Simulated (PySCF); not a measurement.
Species: C6H6ClP.
Numbering: `[PH2:1][c:2]1[cH:3][cH:4][c:5]([Cl:6])[cH:7][cH:8]1` (hydrogens: H9, H10 on P1; H11 on C3; H12 on C4; H13 on C7; H14 on C8)

Computed with PySCF at PBE0/pcSseg-1 and CAM-B3LYP/def2-SVPD, non-relativistic, on one gas-phase PBE0-D3(BJ)/def2-SVP geometry that isn't relaxed in the solvent. The solvent is an IEF-PCM continuum (cavity from Bondi-type radii × 1.2). The model holds no explicit solvent molecules, cavitation or dispersion.

Gas phase at PBE0/pcSseg-1: HOMO -6.78 eV, LUMO -0.83 eV, dipole 1.36 D.

What does the continuum do to the energy, the frontier levels and the dipole at PBE0/pcSseg-1 in methanol and dimethylsulfoxide?

```json
{"solvent": "methanol", "ε": "32.61", "E(solvent) − E(gas) (kcal/mol)": "-4.31", "polarisation term (kcal/mol)": "-4.92", "distortion of the solute (kcal/mol)": "0.61", "HOMO (eV)": "-6.73", "LUMO (eV)": "-0.74", "dipole (D)": "1.97"}
{"solvent": "dimethylsulfoxide", "ε": "46.83", "E(solvent) − E(gas) (kcal/mol)": "-4.39", "polarisation term (kcal/mol)": "-5.02", "distortion of the solute (kcal/mol)": "0.63", "HOMO (eV)": "-6.73", "LUMO (eV)": "-0.74", "dipole (D)": "1.98"}
```

The first energy column is the sum of the next two and covers electrostatics alone. From methanol to dimethylsulfoxide the lowering changes by a factor 1.02, Onsager's factor (ε − 1)/(2ε + 1) by 1.01 and ε itself by 1.4.

Which radius a makes the point-dipole formula ΔE = −[(ε − 1)/(2ε + 1)]·μ²/a³ give the value in dimethylsulfoxide, with the gas-phase dipole?

μ = 0.535 au and |ΔE| = 0.00699 Eh give a = 1.43 Å; the farthest nucleus lies 3.63 Å from the centroid of the nuclei, so such a sphere wouldn't even hold the nuclei. The formula assumes a rigid point dipole at the centre of a sphere.

Which IAO charges (PBE0/pcSseg-1) respond most in dimethylsulfoxide (means over atoms taken as equivalent)?

```csv
atoms,environment,gas (e),solvent (e),change
P1,phosphine phosphorus,+0.211,+0.184,-0.027
H9/H10,P–H hydrogen,-0.011,+0.004,+0.015
H11/H14,aromatic hydrogen,+0.152,+0.167,+0.015
Cl6,aryl chlorine,-0.032,-0.046,-0.014
C5,aromatic C–Cl carbon,-0.013,-0.024,-0.011
H12/H13,aromatic hydrogen,+0.166,+0.177,+0.011
```

Which Mayer bond orders change most in dimethylsulfoxide?

| bond | length (Å) | gas | solvent | change |
| --- | --- | --- | --- | --- |
| C5–Cl6 | 1.732 | 1.081 | 1.060 | -0.021 |
| C4–C5 | 1.393 | 1.352 | 1.343 | -0.009 |
| C5–C7 | 1.394 | 1.350 | 1.342 | -0.008 |
| C8–C2 | 1.401 | 1.391 | 1.383 | -0.008 |
| C2–C3 | 1.400 | 1.392 | 1.385 | -0.007 |
| P1–C2 | 1.839 | 0.957 | 0.960 | +0.003 |
| C3–C4 | 1.392 | 1.449 | 1.451 | +0.002 |
| C7–C8 | 1.392 | 1.452 | 1.454 | +0.002 |

Gas phase at CAM-B3LYP/def2-SVPD: HOMO -7.94 eV, LUMO 0.18 eV, dipole 1.31 D.

What does the continuum do to the energy, the frontier levels and the dipole at CAM-B3LYP/def2-SVPD in dimethylsulfoxide?

```json
{"solvent": "dimethylsulfoxide", "ε": "46.83", "E(solvent) − E(gas) (kcal/mol)": "-3.76", "polarisation term (kcal/mol)": "-4.42", "distortion of the solute (kcal/mol)": "0.66", "HOMO (eV)": "-7.86", "LUMO (eV)": "0.30", "dipole (D)": "1.91"}
```

How does the static polarisability (CAM-B3LYP/def2-SVPD, frozen core, with the continuum's full static response) change?

```csv
medium,isotropic (au),principal values (au),⟨r²⟩ of the electrons (bohr²)
gas,111.5,"69.5, 104.2, 160.8",1734.5
dimethylsulfoxide,160.1,"102.7, 156.7, 220.8",1734.5
```

The isotropic value in dimethylsulfoxide is 1.44 times the gas-phase one; no cavity-field correction is applied. ⟨r²⟩ is taken about the centre of nuclear charge.

The values belong to the conformer `[PH2:1][c:2]1[cH:3][cH:4][c:5]([Cl:6])[cH:7][cH:8]1`: H–P1–C2–C3 43°, H–P1–C2–C3 137°.
